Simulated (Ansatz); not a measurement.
Reaction R1 → P1 + P2, each structure at its B3LYP-D3(BJ)/def2-TZVP stationary point, reached from a drawn start (curvature not checked).
P1: H atom, charge 0, multiplicity 2.
R1: H2O (SMILES O), charge 0, multiplicity 1.
P2: OH (SMILES [OH]), charge 0, multiplicity 2.

P less R. No zero-point or thermal terms; singlets are restricted closed shells; open shells are unrestricted; no spin–orbit coupling.

Correlated levels freeze the cores.

Run with Ansatz (a first-principles code). No computed number here is a measurement.

```csv
level,reaction energy (kJ/mol)
HF/cc-pVQZ,364.6
SVWN5/def2-TZVPP,592.9
BLYP/def2-TZVPP,511.7
PBE0/def2-TZVPP,505.7
CAM-B3LYP/def2-TZVPP,514.5
MP2/cc-pVDZ,489.0
MP2/cc-pVTZ,524.9
MP2/cc-pVQZ,…
CCSD(T)/cc-pVQZ,…
```

Complete the blanks.


- MP2/cc-pVQZ, reaction energy (kJ/mol): 536.0
- CCSD(T)/cc-pVQZ, reaction energy (kJ/mol): 520.3
